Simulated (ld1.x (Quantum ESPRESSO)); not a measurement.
# Pseudopotential generation for indium (In): TM, PBEsol, scalar-relativistic.

ld1.x (Quantum ESPRESSO) 7.5 input, shortened:

```
&input
   title='In', zed=49., rel=1, dft='PBESOL', iswitch=3,
   config='[Kr] 4d10 5s2 5p0.5'
 /
 &inputp
   pseudotype=2, tm=.true., lloc=0,
   nlcc=.true., rcore=1.50
 /
3
5P  2  1   0.50   0.00  2.60  2.60  0.0
4D  3  2  10.00   0.00  1.65  1.65  0.0
5S  1  0   2.00   0.00  1.65  1.65  0.0
 &test
   configts(1)='4d10 5s2 5p0.5'
 /
```

Poles of the logarithmic derivatives, all-electron (AE) and pseudo (PS). s: poles at 0.2 (AE) and 0.2, 3.3 (PS) Ry. p: poles at 1.3 (AE) and 1.3 (PS) Ry. d: poles at -1.6, 3.3 (AE) and -1.6, 3.9 (PS) Ry. Test radius 2.86 bohr.

* Cutoffs needed: 80 Ry and 120 Ry (the cutoffs (Ry, on a coarse ladder) from which the occupation-weighted sum of valence levels, in a spherical-Bessel basis at the reference potential, stays within 10 and 1 mRy of its value at 400 Ry)
* Ghost test: no extra level below or beside the all-electron valence levels (p, d, s, f tested) (spherical-Bessel basis up to 400 Ry, 20 bohr box)
* Largest excitation error: -241 meV (all-electron minus pseudo) for 4d9 5s2 5p2, out of 7 test configurations
